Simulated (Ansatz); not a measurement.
Relaxation of ClGaH2 (4 atoms, charge 0, multiplicity 1), to a largest force component of 0.03 eV/Å in at most 50 steps.

Computed with Ansatz 0.2.0, RKS PBE0/def2-SVP.

```xyz
4
Properties=species:S:1:pos:R:3
Ga 0.303 0.000 -0.025
Cl 1.059 0.000 2.043
H 1.789 0.000 -0.469
H -1.193 0.000 -0.419
```

Task: Where does it end, and by what steps?

Result: The run converged. After 4 steps the energy has fallen by 0.423 eV; H3 moved furthest, 0.35 Å.

```csv
step,energy less start (eV),largest force component (eV/Å),accepted
0,0.0000,1.151,yes
1,-0.3221,0.711,yes
2,-0.4184,0.318,yes
3,-0.4232,0.080,yes
4,-0.4234,0.001,yes
```

```xyz
4
Properties=species:S:1:pos:R:3
Ga 0.454 0.000 0.078
Cl 0.822 0.000 2.203
H 1.731 0.000 -0.816
H -1.049 0.000 -0.334
```

Whether the end is a true minimum wasn't checked by a vibrational analysis.

Time of the run: 4.8 s on 1 thread of Intel(R) Xeon(R) 6975P-C (Granite Rapids), on a shared host, peak memory 0.13 GiB.
